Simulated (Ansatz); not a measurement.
The same group exchange along the group Al, Ga, In.

Isolated molecules relaxed with PBE0-D4/def2-TZVP in Ansatz; ΔE leaves out vibrations. CCSD(T)/CBS is the MP2 limit (def2-TZVPP, def2-QZVPP) plus CCSD(T) − MP2 in def2-TZVPP, frozen cores. Double bonds are as drawn, so ΔE can hold a change between cis and trans. Elements past krypton have def2 core potentials. For Ga, In outer-core shells are correlated without core-valence functions, which leaves a few kJ/mol of doubt a bond. Scalar relativity is left out up to krypton. Each species was taken in one conformer, which may not be the lowest.

Question: Order these by ΔE at CCSD(T)/CBS, lowest first. (An estimate is asked.)
A. `CC(C)[O][AlH2]` + `F/C=C(F)/C(F)=C/F` → `CC(C)[O][AlH][F]` + `F/C=C/C(F)=C\F`
B. `CC(C)[O][InH2]` + `F/C=C(F)/C(F)=C/F` → `CC(C)[O][InH][F]` + `F/C=C/C(F)=C\F`
C. `CC(C)[O][GaH2]` + `F/C=C(F)/C(F)=C/F` → `CC(C)[O][GaH][F]` + `F/C=C/C(F)=C\F`

Answer: A (-301.8 kJ/mol), C (-204.2 kJ/mol), B (-172.7 kJ/mol).

Largest T1 diagnostic: 0.016, for `CC(C)[O][InH][F]`.
